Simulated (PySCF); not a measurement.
Positional isomers: propene methyl+boryl. Gas-phase values, no solvent. One relaxed conformer stands for each flexible species; it need not be the lowest. Strings in code marks are SMILES.

The S1–T1 gap (TDA) from two functionals at the same geometries (M06-2X/def2-TZVP), both in PySCF: PBE-D3(BJ)/def2-TZVP and M06-2X/def2-TZVP. Excitations are Tamm–Dancoff values on a coarser integration grid. The basis has no diffuse functions, so Rydberg states are missing or too high.

| species | PBE-D3(BJ)/def2-TZVP (eV) |
|---|---|
| `BC(=C)CC` | 1.31 |
| `C(/C)=C(/B)C` | 1.61 |
| `CC(=CB)C` | 1.38 |
| `CC/C=C\B` | 1.17 |
| `BCC(=C)C` | 0.15 |
| `BC/C=C\C` | 0.17 |

Task: What does M06-2X/def2-TZVP give for each?

Result: 
- `BC(=C)CC`: 1.46
- `C(/C)=C(/B)C`: 1.72
- `CC(=CB)C`: 1.73
- `CC/C=C\B`: 1.51
- `BCC(=C)C`: 0.24
- `BC/C=C\C`: 0.60
Over these rows, drawn at random from the members with no instability flagged (it was tested for open shells, ions and some series alone), PBE minus M06-2X: mean -0.24 eV, from -0.43 eV to -0.09 eV.
